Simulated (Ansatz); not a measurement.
System: P₂H₅ (charge +1, singlet). It need not be the lowest isomer of its formula. 
Geometry from a B3LYP-D3(BJ)/def2-TZVP (Ansatz, a quantum-chemistry and plane-wave program) optimisation:
```
P
H 1 1.3999
H 1 1.3999 2 105.75
H 1 1.4021 2 106.00 3 112.26
P 1 2.2072 2 110.26 3 -119.19
H 5 1.4193 1 90.52 2 -74.63
H 5 1.4193 6 94.34 1 90.56
```
Charge +1, spin multiplicity 1.

Basis-set convergence of Hartree-Fock and CCSD correlation energies (hartree) with Ansatz. Cores are frozen in the correlated levels unless marked. Spin-orbit coupling is left out. Non-relativistic.

| basis | functions | E(HF) | E(corr, CCSD) |
|---|---|---|---|
| aug-cc-pV(D+d)Z | 109 | -684.13955 | -0.30550 |
| aug-cc-pV(T+d)Z | 225 | … | … |

Question: Fill in the missing entries.

Answer: 
- aug-cc-pV(T+d)Z, E(HF): -684.16603
- aug-cc-pV(T+d)Z, E(corr, CCSD): -0.36066
